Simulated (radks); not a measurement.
Values are calculated unless marked as measured or tabulated.
Initial-state core-level shifts of the aluminium ion Al2+ when its valence configuration changes from [Ne] 3s1. Level of theory: non-relativistic Kohn-Sham, PBEsol, spin-unpolarised, spherical densities, point nucleus (a radial shooting solver on a logarithmic mesh with Libxc functionals). Shifts are changes of the shell-averaged eigenvalues in eV (positive: less bound); the change of the density at the nucleus, which sets a Mossbauer isomer shift, is in e/bohr^3, on a base of 1399.

| valence | 1s | 2s | 2p | density at nucleus |
|---|---|---|---|---|
| 3p1 | -1.523 | -1.515 | -1.494 | -3.9761 |
| 3s0.5 3p0.5 | -0.763 | -0.760 | -0.749 | -1.9829 |
